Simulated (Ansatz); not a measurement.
`[NH2][Al]([NH2])[NH2]` at its PBE0-D4/def2-TZVP geometry, where that method's forces vanish. Charge 0, multiplicity 1.

```xyz
10

N     0.2528   -1.7504    0.0896
Al    0.0008    0.0002    0.0003
N     0.5074    0.8953   -1.4412
N    -0.7598    0.8552    1.3517
H    -0.1628   -2.3587    0.7745
H     0.8325   -2.2822   -0.5371
H     0.5729    1.8970   -1.5045
H     0.7715    0.4767   -2.3168
H    -0.9086    0.4684    2.2682
H    -1.1066    1.7986    1.3154
```

What forces (eV/Å) does r2SCAN-D4/def2-TZVPP give on these atoms in Ansatz? (An estimate is asked.)

The calculation gave: 
```
N1  -0.009  0.066 -0.003
Al2 -0.003  0.000 -0.001
N3  -0.019 -0.033  0.055
N4   0.030 -0.033 -0.050
H5   0.014 -0.048 -0.005
H6   0.001 -0.050  0.010
H7   0.015  0.017 -0.046
H8   0.014  0.033 -0.036
H9  -0.023  0.032  0.032
H10 -0.019  0.017  0.044
```
